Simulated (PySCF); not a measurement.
Planning a geometry optimisation on `C(=O)(C)N[SiH3]`.

Method: PBE0-D3(BJ)/def2-SVP geometry optimisation, gas phase (PySCF 2.14.0). Work: geometry optimisation from a GFN2-xTB start, density fitting. The input is one job of a driver script: a line of settings, then coordinates in Å.

Input:
```
{"job": {"xc": "PBE0", "basis": "def2-SVP", "d3": "d3bj", "grid": 1, "kind": "geom"}, "charge": 0, "multiplicity": 1}
C      1.967750     0.260850     0.275640
C      0.468540     0.338570     0.416210
O     -0.105720     1.031700     1.233980
N     -0.272640    -0.408750    -0.424650
Si    -2.004090    -0.240680    -0.166620
H      2.265710     0.635880    -0.702030
H      2.438540     0.860060     1.049680
H      2.296350    -0.772730     0.365820
H      0.182710    -0.990470    -1.108360
H     -2.329070    -0.704840     1.175350
H     -2.530140    -1.152420    -1.188900
H     -2.375550     1.141460    -0.434030
```

Hardware: an x86-64 server with one thread, on a shared host.

The basis has 109 functions.

Q: How long does the run take?

A: About 30 s. The run took 7 energy-and-gradient evaluations and 48 SCF cycles, 4.3 s an evaluation on average.

Q: At this speed, how long would 1000 such jobs take on 16 cores, one job a core?

A: 1000/16 gives 63 rounds of 30 s, about 32 min of wall time and 8.3 core-hours, if the jobs don't slow each other.

The host was shared with other jobs, so the times are rough.

The run converged: final energy -499.32866 Eh after 6 steps; dipole 3.51 D.
